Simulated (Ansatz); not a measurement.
Cost and result for the atomization energy of `[SiH3][SiH]1CC1` (12 atoms, 12 bonds).

```
atom   x (Å)   y (Å)   z (Å)
 Si1  -0.007  -2.031  -0.569
 Si2  -0.766   0.119  -0.163
  C3   0.446   1.528  -0.277
  C4   0.079   1.128   1.153
  H5  -0.734  -3.034   0.254
  H6  -0.157  -2.405  -2.001
  H7   1.437  -2.069  -0.211
  H8  -2.186   0.443  -0.438
  H9   1.463   1.324  -0.594
 H10   0.082   2.490  -0.621
 H11   0.862   0.670   1.748
 H12  -0.519   1.837   1.718
```

The species carries charge 0 and has multiplicity 1. The structure was optimised at the PBE0-D4/def2-TZVP level. Program: Ansatz. All runs use 4 threads of an Arm Neoverse N1 on a shared host. Times are those of one run each, without the atoms' runs, and a repeat can differ threefold. Electronic energies, without spin–orbit coupling; frozen cores. CCSD(T)/CBS adds CCSD(T) − MP2 in def2-TZVPP to the MP2 limit, and its time is that of the two runs behind it. T1 = 0.012. B3LYP takes the VWN-RPA correlation (the form of Gaussian; ORCA's B3LYP/G).

CCSD(T)/CBS is a level of theory with its own doubt, some kJ/mol a heavy atom from the limit and from the frozen cores, so smaller differences don't rank the functionals.

```csv
level,functions,wall time,atomization (kcal/mol),difference from CCSD(T)/CBS,per bond
PBE-D4/def2-TZVPP (with forces),258,4.5 s,986.1,7.4,0.6
PBE0-D4/def2-TZVPP,258,4.7 s,979.5,0.8,0.1
B3LYP-D4/def2-TZVPP (with forces),258,7.5 s,978.2,-0.5,0.0
r2SCAN-D4/def2-TZVPP (with forces),258,8 s,982.4,3.7,0.3
B2PLYP/def2-TZVPP,258,8.5 s,966.2,-12.5,-1.0
ωB97X-V/def2-TZVPP,258,13 s,985.1,6.4,0.5
ωB97M-V/def2-TZVPP (with forces),258,18 s,980.7,2.0,0.2
MP2/def2-QZVPP,494,34 s,971.0,-7.7,-0.6
CCSD(T)/def2-TZVPP,258,2.5 min,955.8,-22.9,-1.9
CCSD(T)/CBS(def2),–,3 min,978.7,0.0,0.0
```

In def2-TZVPP, CCSD(T) changes the Hartree–Fock value by +219.1 kcal/mol (the triples alone add +11.4 kcal/mol) and MP2 by +220.7 kcal/mol; breaking electron pairs costs correlation energy, which Hartree–Fock lacks. The D4 term adds +9.4 kcal/mol with B3LYP and +5.0 kcal/mol with PBE0; it sums over pairs of atoms, weighted by their polarisabilities, and B3LYP, whose exchange is more repulsive, gets the larger term. From PBE to PBE0 (25 % exact exchange), in def2-TZVPP and without D4, the atomization energy moves by −5.7 kcal/mol: exact exchange takes away binding that semilocal exchange gives to molecules.
